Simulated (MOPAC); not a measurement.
MOPAC input (MNDO):

```
MNDO PRECISE GNORM=0.05 LET XYZ UHF MS=0.5 GEO-OK AUX(PRECISION=9) THREADS=1
C2H8NSi

C     1.14107200 1   -1.23853600 1    0.56627100 1
Si    0.02888600 1   -0.08673500 1   -0.42960300 1
C    -1.75960100 1   -0.18757900 1    0.15904900 1
N     0.57383900 1    1.53640500 1   -0.12235300 1
H     0.85290400 1   -2.28035200 1    0.41508600 1
H     1.06246400 1   -1.00863800 1    1.63347400 1
H     2.18748100 1   -1.13806200 1    0.27161400 1
H    -2.16605600 1   -1.18653800 1   -0.00874200 1
H    -2.39634700 1    0.52272600 1   -0.37190400 1
H    -1.81721900 1    0.03471400 1    1.22919900 1
H     1.55456300 1    1.75671700 1   -0.21659800 1
H     0.01210400 1    2.31557200 1   -0.43314200 1
```

Output:

```
 *******************************************************************************
 **                                                                           **
 **                              MOPAC v23.2.5                                **
 **                                                                           **
 *******************************************************************************
 ** MOPAC's Digital Object Identifier: https://doi.org/10.5281/zenodo.6511958 **
 **                                                                           **
 ** Please cite the open-source release paper for use of this MOPAC version:  **
 ** J. E. Moussa and J. J. P. Stewart (2026)                                  **
 ** MOPAC: An open-source semiempirical molecular orbital program             **
 ** J. Open Source Softw., 11(119), 8025, https://doi.org/10.21105/joss.08025 **
 *******************************************************************************

                              MNDO CALCULATION RESULTS

 *******************************************************************************
 *  MNDO       - The MNDO Hamiltonian to be used
 *  GEO-OK     - OVERRIDE INTERATOMIC DISTANCE AND OTHER SAFETY CHECKS
 *  UHF        - UNRESTRICTED HARTREE-FOCK CALCULATION
 *  MS=        - IN MECI, MAGNETIC COMPONENT OF SPIN =  0.5
 *  LET        - OVERRIDE SOME SAFETY CHECKS
 *  PRECISE    - TIGHTER CRITERIA TO BE USED
 *  XYZ        - CARTESIAN COORDINATE SYSTEM TO BE USED
 *  GNORM      - EXIT WHEN GRADIENT NORM DROPS BELOW 0.050
 *  AUX        - OUTPUT AUXILIARY INFORMATION
 *******************************************************************************
MNDO PRECISE GNORM=0.05 LET XYZ UHF MS=0.5 GEO-OK AUX(PRECISION=9) THREADS=1
 C2H8NSi

   ATOM   CHEMICAL          X               Y               Z
  NUMBER   SYMBOL      (ANGSTROMS)     (ANGSTROMS)     (ANGSTROMS)

     1       C          1.14107200  *  -1.23853600  *   0.56627100  *
     2      Si          0.02888600  *  -0.08673500  *  -0.42960300  *
     3       C         -1.75960100  *  -0.18757900  *   0.15904900  *
     4       N          0.57383900  *   1.53640500  *  -0.12235300  *
     5       H          0.85290400  *  -2.28035200  *   0.41508600  *
     6       H          1.06246400  *  -1.00863800  *   1.63347400  *
     7       H          2.18748100  *  -1.13806200  *   0.27161400  *
     8       H         -2.16605600  *  -1.18653800  *  -0.00874200  *
     9       H         -2.39634700  *   0.52272600  *  -0.37190400  *
    10       H         -1.81721900  *   0.03471400  *   1.22919900  *
    11       H          1.55456300  *   1.75671700  *  -0.21659800  *
    12       H          0.01210400  *   2.31557200  *  -0.43314200  *

          CARTESIAN COORDINATES

    NO.       ATOM           X           Y           Z

     1         C          1.1411     -1.2385      0.5663
     2        Si          0.0289     -0.0867     -0.4296
     3         C         -1.7596     -0.1876      0.1590
     4         N          0.5738      1.5364     -0.1224
     5         H          0.8529     -2.2804      0.4151
     6         H          1.0625     -1.0086      1.6335
     7         H          2.1875     -1.1381      0.2716
     8         H         -2.1661     -1.1865     -0.0087
     9         H         -2.3963      0.5227     -0.3719
    10         H         -1.8172      0.0347      1.2292
    11         H          1.5546      1.7567     -0.2166
    12         H          0.0121      2.3156     -0.4331

  H: (MNDO): M.J.S. DEWAR, W. THIEL, J. AM. CHEM. SOC., 99, 4899, (1977)
  C: (MNDO): M.J.S. DEWAR, W. THIEL, J. AM. CHEM. SOC., 99, 4899, (1977)
  N: (MNDO): M.J.S. DEWAR, W. THIEL, J. AM. CHEM. SOC., 99, 4899, (1977)
 Si: (MNDO): M.J.S.DEWAR, ET. AL. ORGANOMETALLICS  5, 375 (1986)

           Empirical Formula: C2 H8 N Si  =    12 atoms

      MOLECULAR POINT GROUP   :   Cs

          UHF CALCULATION, NO. OF ALPHA ELECTRONS =   13
                           NO. OF BETA  ELECTRONS =   12

          Geometry optimization using EF

          DIAGONAL MATRIX USED AS START HESSIAN

 CYCLE:     1  GRAD.:    99.005 HEAT: -12.72268
 CYCLE:     2  GRAD.:   165.896 HEAT: -10.25168
 CYCLE:     3  GRAD.:   203.166 HEAT: -9.703829
 CYCLE:     4  GRAD.:   242.228 HEAT: -2.860407
 CYCLE:     5  GRAD.:   103.985 HEAT: -13.43207
 CYCLE:     6  GRAD.:   115.280 HEAT: -14.22923
 CYCLE:     7  GRAD.:   120.377 HEAT: -15.01523
 CYCLE:     8  GRAD.:   222.800 HEAT: -6.488160
 CYCLE:     9  GRAD.:   126.787 HEAT: -12.62166
 CYCLE:    10  GRAD.:   160.466 HEAT: -11.87118
 CYCLE:    11  GRAD.:   198.019 HEAT: -7.311052
 CYCLE:    12  GRAD.:    66.316 HEAT: -18.09594
 CYCLE:    13  GRAD.:    29.011 HEAT: -19.68642
 CYCLE:    14  GRAD.:    64.050 HEAT: -19.16554
 CYCLE:    15  GRAD.:    63.695 HEAT: -18.76349
 CYCLE:    16  GRAD.:    18.945 HEAT: -19.93374
 CYCLE:    17  GRAD.:    26.045 HEAT: -19.86189
 CYCLE:    18  GRAD.:    40.093 HEAT: -19.62766
 CYCLE:    19  GRAD.:     9.705 HEAT: -20.05580
 CYCLE:    20  GRAD.:    27.262 HEAT: -19.89120
 CYCLE:    21  GRAD.:     9.955 HEAT: -20.07553
 CYCLE:    22  GRAD.:    19.930 HEAT: -19.93410
 CYCLE:    23  GRAD.:     7.310 HEAT: -20.11347
 CYCLE:    24  GRAD.:    33.731 HEAT: -19.81683
 CYCLE:    25  GRAD.:     4.571 HEAT: -20.14144
 CYCLE:    26  GRAD.:     3.627 HEAT: -20.15301
 CYCLE:    27  GRAD.:     2.056 HEAT: -20.17168
 CYCLE:    28  GRAD.:     8.733 HEAT: -20.18513
 CYCLE:    29  GRAD.:     2.345 HEAT: -20.20821
 CYCLE:    30  GRAD.:     0.386 HEAT: -20.21141
 CYCLE:    31  GRAD.:     0.382 HEAT: -20.21178
 CYCLE:    32  GRAD.:     0.170 HEAT: -20.21191
 CYCLE:    33  GRAD.:     0.379 HEAT: -20.21217
 CYCLE:    34  GRAD.:     0.497 HEAT: -20.21242
 CYCLE:    35  GRAD.:     0.481 HEAT: -20.21289
 CYCLE:    36  GRAD.:     0.367 HEAT: -20.21338
 CYCLE:    37  GRAD.:     0.932 HEAT: -20.21548
 CYCLE:    38  GRAD.:     1.995 HEAT: -20.21768
 CYCLE:    39  GRAD.:     1.713 HEAT: -20.22119
 CYCLE:    40  GRAD.:     5.240 HEAT: -20.20701
 CYCLE:    41  GRAD.:     1.839 HEAT: -20.22149
 CYCLE:    42  GRAD.:     0.980 HEAT: -20.22260
 CYCLE:    43  GRAD.:     0.142 HEAT: -20.22324
 CYCLE:    44  GRAD.:     0.110 HEAT: -20.22330
 CYCLE:    45  GRAD.:     0.202 HEAT: -20.22334
 CYCLE:    46  GRAD.:     0.239 HEAT: -20.22330
 CYCLE:    47  GRAD.:     0.043 HEAT: -20.22337

     GRADIENT =  0.04320 IS LESS THAN CUTOFF =  0.05000

 -------------------------------------------------------------------------------
 MNDO PRECISE GNORM=0.05 LET XYZ UHF MS=0.5 GEO-OK AUX(PRECISION=9) THREADS=1
 C2H8NSi

     GEOMETRY OPTIMISED USING EIGENVECTOR FOLLOWING (EF).
     SCF FIELD WAS ACHIEVED

                              MNDO CALCULATION
                                                       MOPAC v23.2.5 Linux

          FINAL HEAT OF FORMATION =        -20.22337 KCAL/MOL =     -84.61456 KJ/MOL

          COSMO AREA              =        119.95 SQUARE ANGSTROMS
          COSMO VOLUME            =        109.35 CUBIC ANGSTROMS

          GRADIENT NORM           =          0.04320          =       0.01247 PER ATOM
          IONIZATION POTENTIAL    =          7.131335 EV
          ALPHA SOMO LUMO (EV)    =         -7.131  2.531
          BETA  SOMO LUMO (EV)    =        -10.222  0.564
          NO. OF ALPHA ELECTRONS  =         13
          NO. OF BETA  ELECTRONS  =         12
          MOLECULAR WEIGHT        =         74.1774         POINT GROUP:  Cs

          MOLECULAR DIMENSIONS (Angstroms)

            Atom       Atom       Distance
            H     9    H     7     4.82416
            H    12    H     5     4.07762
            H     6    H     7     1.58473

          SCF CALCULATIONS        =         48

   ATOM   CHEMICAL          X               Y               Z
  NUMBER   SYMBOL      (ANGSTROMS)     (ANGSTROMS)     (ANGSTROMS)

     1       C          1.13444190  *  -1.23551164  *   0.52081713  *
     2      Si          0.01153881  *  -0.05677096  *  -0.22943333  *
     3       C         -1.74184969  *  -0.19355796  *   0.11714189  *
     4       N          0.58231276  *   1.55087842  *  -0.14379232  *
     5       H          0.78158389  *  -2.27504345  *   0.38068238  *
     6       H          1.24225357  *  -1.07370073  *   1.61126301  *
     7       H          2.14884933  *  -1.17930866  *   0.08208121  *
     8       H         -2.10163771  *  -1.23058305  *  -0.02400676  *
     9       H         -2.34794110  *   0.44954578  *  -0.54900928  *
    10       H         -1.98553831  *   0.09548490  *   1.15826499  *
    11       H          1.54161486  *   1.74025630  *  -0.30264388  *
    12       H          0.03230093  *   2.28755948  *  -0.51279356  *

                             CARTESIAN COORDINATES

   1    C        1.134441897    -1.235511635     0.520817130
   2   Si        0.011538813    -0.056770964    -0.229433332
   3    C       -1.741849688    -0.193557963     0.117141887
   4    N        0.582312759     1.550878423    -0.143792319
   5    H        0.781583892    -2.275043453     0.380682378
   6    H        1.242253575    -1.073700730     1.611263012
   7    H        2.148849328    -1.179308664     0.082081205
   8    H       -2.101637707    -1.230583051    -0.024006763
   9    H       -2.347941095     0.449545775    -0.549009276
  10    H       -1.985538310     0.095484897     1.158264990
  11    H        1.541614858     1.740256297    -0.302643876
  12    H        0.032300926     2.287559477    -0.512793559

           Empirical Formula: C2 H8 N Si  =    12 atoms

      MOLECULAR POINT GROUP   :   Cs

          ALPHA EIGENVALUES
 -34.51397 -30.62598 -29.30852 -16.96347 -16.07325 -14.11923 -13.99623 -13.73375
 -13.68024 -12.88744 -11.48431 -10.84246  -7.13133   2.53092   2.57860   2.91203
   4.23846   4.29732   4.30411   4.35336   5.92973   6.01679   6.04030   6.69208

           BETA EIGENVALUES
 -34.24913 -30.49104 -29.29646 -16.92633 -15.87010 -14.03423 -13.90955 -13.70296
 -13.66260 -12.69432 -11.41091 -10.22222   0.56415   2.90580   3.05119   3.17216
   4.26567   4.30638   4.34249   4.40201   5.97317   6.04655   6.10057   6.74204

              NET ATOMIC CHARGES AND DIPOLE CONTRIBUTIONS

  ATOM NO.   TYPE          CHARGE      No. of ELECS.   s-Pop       p-Pop
    1          C          -0.227474        4.2275     1.24656     2.98091
    2         Si           0.792163        3.2078     1.07569     2.13214
    3          C          -0.227468        4.2275     1.24656     2.98091
    4          N          -0.585446        5.5854     1.54389     4.04155
    5          H          -0.001482        1.0015     1.00148
    6          H          -0.001647        1.0016     1.00165
    7          H          -0.000894        1.0009     1.00089
    8          H          -0.001472        1.0015     1.00147
    9          H          -0.000891        1.0009     1.00089
   10          H          -0.001647        1.0016     1.00165
   11          H           0.128129        0.8719     0.87187
   12          H           0.128128        0.8719     0.87187
 DIPOLE           X         Y         Z       TOTAL
 POINT-CHG.     0.055    -0.501    -1.690     1.764
 HYBRID         0.081     0.562     0.867     1.036
 SUM            0.136     0.060    -0.823     0.837

          ATOMIC ORBITAL ELECTRON POPULATIONS

     Atom    s        px        py        pz
    1  C   1.24656   1.00581   1.01306   0.96204
    2 Si   1.07569   0.65862   0.58312   0.89041
    3  C   1.24656   1.10296   0.93741   0.94053
    4  N   1.54389   1.06755   1.19159   1.78241
    5  H   1.00148
    6  H   1.00165
    7  H   1.00089
    8  H   1.00147
    9  H   1.00089
   10  H   1.00165
   11  H   0.87187
   12  H   0.87187

                    (SZ)    =    0.500000
                    (S**2)  =    0.752850

          ATOMIC ORBITAL SPIN POPULATIONS

    Atom   Total    s     px     py     pz
         Atomic
    1  C -0.0080  0.005 -0.003 -0.003 -0.007
    2 Si  0.9060  0.163  0.022  0.038  0.683
    3  C -0.0080  0.005 -0.007 -0.000 -0.006
    4  N  0.0876  0.002  0.002  0.008  0.076
    5  H  0.0006  0.001
    6  H  0.0132  0.013
    7  H  0.0019  0.002
    8  H  0.0006  0.001
    9  H  0.0019  0.002
   10  H  0.0132  0.013
   11  H -0.0046 -0.005
   12  H -0.0046 -0.005

 **********************
 *                    *
 * JOB ENDED NORMALLY *
 *                    *
 **********************

 == MOPAC DONE ==
```

The geometry given is a B3LYP-D3(BJ)/def2-TZVP minimum.
